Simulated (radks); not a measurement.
The mean radii <r> (bohr) of the occupied orbitals of an atom or ion are listed with their occupations. Calculated with a radial shooting solver on a logarithmic mesh with Libxc functionals: scalar-relativistic Kohn-Sham, r2SCAN, spin-polarised, spherical densities, finite nucleus; meta-GGA in the generalised Kohn-Sham scheme; Fermi nuclear charge, rms radius of each element as measured or else 0.836 A^(1/3) + 0.57 fm.

| orbital | occ. | <r> |
|---|---|---|
| 1s up | 1 | 0.1997 |
| 1s down | 1 | 0.1984 |
| 2s up | 1 | 1.067 |
| 2s down | 1 | 1.122 |
| 2p up | 3 | 1.077 |

Name the element and its charge. Open shells, if any, are filled with parallel spins first.

Answer. Z = 8, oxygen, charge +1: O+ in [He] 2s2 2p3. The 1s radius gives Z: for a bare nucleus <r> = (2 gamma + 1)/(2Z) with gamma = sqrt(1 - (Z/c)^2), 0.1873 bohr for Z = 8, and screening makes it slightly larger (0.1997 here). The occupations add up to 7, and the charge is Z minus that.
